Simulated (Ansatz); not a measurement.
(KH)4 cube (K₄H₄). Total charge 0; singlet. Geometry PBE0-D4/def2-SVP, basis def2-TZVP, Ansatz.

| run | HOMO (eV) | LUMO (eV) |
| --- | --- | --- |
| A | -3.73 | 0.07 |
| B | -3.92 | -0.49 |
| C | -4.62 | -0.14 |
| D | -3.60 | -0.60 |
| E | -6.95 | 0.78 |

The runs used B97M-V, PBE, PBE0, r2SCAN, ωB97X-V. Estimate which is which.

A r2SCAN (0 % exact exchange); B B97M-V (0 % exact exchange); C PBE0 (25 % exact exchange); D PBE (0 % exact exchange); E ωB97X-V (range-separated). Exact exchange lowers occupied and raises empty levels; among semilocal functionals meta-GGAs tend to open the gap a little, and such runs are hard to tell apart. The gap grows from 3.00 eV (PBE) to 7.72 eV (ωB97X-V).
